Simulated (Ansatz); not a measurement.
Ga7Sb7H20, a nanocrystal cut from zinc blende GaSb (hydrogen-capped), 34 atoms. Hardware: 2 threads of AMD EPYC 7R13 on a shared host and a share (18 GiB) of an NVIDIA H100 80GB HBM3.

In the def2 sets Sb takes a core potential; there is no spin–orbit coupling. Correlated methods freeze 91 core orbitals; core or outer-core shells of Ga, Sb are correlated, in sets that lack core-valence functions. Single mean-field runs in def2-SVP, def2-TZVP are fitted with def2-universal-jkfit.

Task: How many basis functions does each of these Ansatz runs have, and roughly what does it cost? PBE-D4/def2-SVP, charge 1 doublet at the geometry of the charge 0 singlet, energy, from earlier orbitals; PBE0-D4/def2-SVP, charge 0 singlet, energy and forces, from earlier orbitals; B3LYP-D4/def2-SVP, charge 0 singlet, energy, from earlier orbitals; PBE-QIDH/def2-SVP, charge 1 doublet at the geometry of the charge 0 singlet, energy, from earlier orbitals; PBE-D4/def2-SVP, charge 0 singlet, relaxation, 5 steps; PBE0-D4/def2-SVP, charge 1 doublet at the geometry of the charge 0 singlet, energy; PBE0-D4/def2-SVP, charge -1 doublet at the geometry of the charge 0 singlet, energy; PBE-D4/def2-SVP, charge 0 singlet, energy, from earlier orbitals; PBE0-D4/def2-TZVP, charge 0 singlet, energy, from earlier orbitals; PBE with 50 % exact exchange/def2-SVP, charge 0 singlet, energy, from earlier orbitals; B97M-V/def2-SVP, charge 0 singlet, energy, from earlier orbitals; PBE-D4/def2-SVP, charge -1 doublet at the geometry of the charge 0 singlet, energy, from earlier orbitals.

Result: Other jobs shared the machine, so times can vary by a factor of up to 3.

```csv
run,functions,fitting or Cholesky vectors,wall time,peak host memory (GiB)
"PBE-D4/def2-SVP, charge 0 singlet, energy, from earlier orbitals",506,3748,13 s,1.1
"PBE0-D4/def2-SVP, charge 0 singlet, energy and forces, from earlier orbitals",506,3748,19 s,2.6
"PBE with 50 % exact exchange/def2-SVP, charge 0 singlet, energy, from earlier orbitals",506,3748,20 s,1.1
"B97M-V/def2-SVP, charge 0 singlet, energy, from earlier orbitals",506,3748,21 s,1.4
"PBE-D4/def2-SVP, charge -1 doublet at the geometry of the charge 0 singlet, energy, from earlier orbitals",506,3748,22 s,1.2
"B3LYP-D4/def2-SVP, charge 0 singlet, energy, from earlier orbitals",506,3748,22 s,1.1
"PBE0-D4/def2-TZVP, charge 0 singlet, energy, from earlier orbitals",806,3748,23 s,1.2
"PBE0-D4/def2-SVP, charge 1 doublet at the geometry of the charge 0 singlet, energy",506,3748,27 s,1.2
"PBE-D4/def2-SVP, charge 1 doublet at the geometry of the charge 0 singlet, energy, from earlier orbitals",506,3748,31 s,1.2
"PBE-QIDH/def2-SVP, charge 1 doublet at the geometry of the charge 0 singlet, energy, from earlier orbitals",506,3748,36 s,3.5
"PBE0-D4/def2-SVP, charge -1 doublet at the geometry of the charge 0 singlet, energy",506,3748,41 s,1.2
"PBE-D4/def2-SVP, charge 0 singlet, relaxation, 5 steps",506,3748,42 s,1.2
```
